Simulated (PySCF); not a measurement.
Compound: C₁₀H₁₄.
SMILES with atom numbers: `[CH3:1][CH2:2][CH2:3][CH2:4][c:5]1[cH:6][cH:7][cH:8][cH:9][cH:10]1`

Cartesian coordinates in Å at the GFN2-xTB level; atoms count from 1:
```
atom  x, y, z in Å
C1    -3.138    0.231    0.969
C2    -1.797   -0.411    0.632
C3    -1.565   -0.477   -0.875
C4    -0.242   -1.164   -1.237
C5     0.944   -0.362   -0.785
C6     1.632   -0.686    0.377
C7     2.708    0.076    0.799
C8     3.111    1.176    0.063
C9     2.434    1.508   -1.098
C10    1.360    0.744   -1.517
H11   -3.287    0.269    2.045
H12   -3.955   -0.337    0.529
H13   -3.182    1.247    0.581
H14   -1.769   -1.422    1.045
H15   -0.991    0.162    1.096
H16   -1.568    0.536   -1.285
H17   -2.387   -1.028   -1.340
H18   -0.217   -2.155   -0.780
H19   -0.200   -1.289   -2.322
H20    1.324   -1.545    0.956
H21    3.234   -0.192    1.704
H22    3.951    1.772    0.391
H23    2.746    2.363   -1.680
H24    0.840    1.004   -2.429
```

NICS = −σ at a ghost point: NICS(0) at the centroid of the ring atoms, NICS(1) 1 Å to either side along the normal of their mean plane, zz for the tensor component along that normal. Level: GIAO PBE0/pcSseg-1 (PySCF, non-relativistic, gas phase) on the GFN2-xTB geometry, one conformer.

Ring bond lengths (Å), with Mayer bond orders in brackets: C5–C6 1.389 (1.41), C6–C7 1.384 (1.44), C7–C8 1.384 (1.44), C8–C9 1.385 (1.43), C9–C10 1.383 (1.45), C10–C5 1.390 (1.40).

Give the NICS values of each ring in ppm.

```json
{"ring": "C5–C6–C7–C8–C9–C10", "type": "6-membered carbocycle; formal bonds all aromatic", "NICS(0)": "-8.5", "NICS(1), two faces": "-11.2 / -11.4", "NICS(1)zz, two faces": "-28.3 / -29.3", "rms pucker (Å)": "0.00", "centre to ring atoms, mean (Å)": "1.39"}
```

What can be read from them?

- C5–C6–C7–C8–C9–C10: mean NICS(1)zz -28.8 ppm, shielded, aromatic by this magnetic criterion (flat ring, no four-coordinate atom).

How equal are the bonds by HOMA? HOMA = 1 − mean of α(R − Ropt)² over the ring bonds, with Krygowski's 1993 parameters (CC: Ropt 1.388 Å, α 257.7 Å⁻²).

- C5–C6–C7–C8–C9–C10: HOMA 1.00 = 1 − EN − GEO, with mean bond length 1.386 Å, EN = α(Ropt − mean)² = 0.001 and GEO = α × variance = 0.002. The geometric and the magnetic index point the same way.

What field does 14.1 T along the ring normal induce along that normal at the second NICS(1) probe listed for ring C5–C6–C7–C8–C9–C10, 1 Å off the ring?

NICSzz × B0 = -29.3 ppm × 14.1 T = -413 μT, against the applied field.

How shielded are the nuclei of the rings and their hydrogens (means over atoms taken as equivalent)?

```json
{"atoms": "C5", "environment": "substituted aromatic carbon", "σ isotropic (ppm)": "38.1"}
{"atoms": "C6 (×2)", "environment": "aromatic CH carbon", "σ isotropic (ppm)": "52.3"}
{"atoms": "C7 (×2)", "environment": "aromatic CH carbon", "σ isotropic (ppm)": "53.1"}
{"atoms": "C8", "environment": "aromatic CH carbon", "σ isotropic (ppm)": "55.7"}
{"atoms": "H20 (×2)", "environment": "aromatic hydrogen", "σ isotropic (ppm)": "24.26"}
{"atoms": "H21 (×2)", "environment": "aromatic hydrogen", "σ isotropic (ppm)": "24.12"}
{"atoms": "H22", "environment": "aromatic hydrogen", "σ isotropic (ppm)": "24.22"}
```

On an x86-64 server with one thread, on a shared host, this took 46 s wall. This is the whole shielding run at PBE0/pcSseg-1, SCF included.
